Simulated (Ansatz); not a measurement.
Molecule: HSeO, net charge 0, doublet state. SMILES: [O][SeH]
Coordinates optimised at B3LYP-D3(BJ)/def2-TZVP (Ansatz, a first-principles code):
```
Se
O 1 1.6700
H 1 1.5040 2 101.39
```
Charge 0, spin multiplicity 2.

Quantity: size of the dipole moment, in D. Set-up: spin-orbit terms left out; non-relativistic; six Cartesian d functions in 6-31G* and its kin unless marked 5d; LANL2DZ with its own core potentials from Na on; UHF or UKS for open shells; no dispersion term unless named. First-principles rows: single points at B3LYP-D3(BJ) geometries (Ansatz).

```
level                              program  size of the dipole moment (D)
---------------------------------  -------  -----------------------------
B3LYP/STO-3G                        Ansatz                           1.18
B3LYP/3-21G                         Ansatz                           2.28
B3LYP/LANL2DZ                       Ansatz                           3.16
B3LYP/6-31G                         Ansatz                           2.84
B3LYP/6-31G*                        Ansatz                           2.56
B3LYP/6-31G**                       Ansatz                           2.57
B3LYP/def2-SVP                      Ansatz                           2.65
B3LYP/6-31G* with LANL2DZ past Ar   Ansatz                           2.72
```

No value to compare with is used here. The 8 habitual levels span 1.18 (B3LYP/STO-3G) to 3.16 D (B3LYP/LANL2DZ).

The sets are all those run for this method; runs whose electronic state is in doubt are left out.
